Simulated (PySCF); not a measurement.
## Radial density of N³⁺ (nitrogen, charge +3)

UHF, [He] 2s2, closed-shell 1S. Calculation: PySCF 2.14, in dyall-acv3z; the spin-free X2C one-electron Hamiltonian (Gaussian nucleus).

```
r (bohr)  4πr²ρ (e/bohr)
 0.00309         0.02549
 0.00520         0.06920
 0.00875          0.1844
  0.0147          0.4763
  0.0248           1.164
  0.0416           2.592
  0.0700           4.931
   0.118           7.200
   0.198           6.746
   0.333           3.095
   0.561           1.377
   0.943           2.005
    1.59          0.7762
    2.67         0.03414
    4.49       2.773e-05
```

Densities and radii are taken from the X2C orbitals without a picture-change correction, which distorts them close to the nucleus.
